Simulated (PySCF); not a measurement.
# LaN at PBE0

Level: PBE0. La x2c-TZVPPall, N x2c-TZVPPall; spin-free X2C with a Gaussian nucleus (PySCF 2.14).

| Item | Value |
| --- | --- |
| state | triplet, about 0.2 electrons in the 4f shell (Mulliken), a second solution, started from another occupation |
| bond length | 3.566 bohr |
| harmonic wavenumber | 794 cm⁻¹ |
| force constant | 4.73 mdyn/Å |
| rotational constant Be | 0.3723 cm⁻¹ |
| bond order (Mayer) | 2.40 |
| dipole moment (positive dipole means La(−)N(+)) | -3.09 D |

These are scalar-relativistic numbers at best; spin–orbit coupling would shift them, the dissociation energy most.
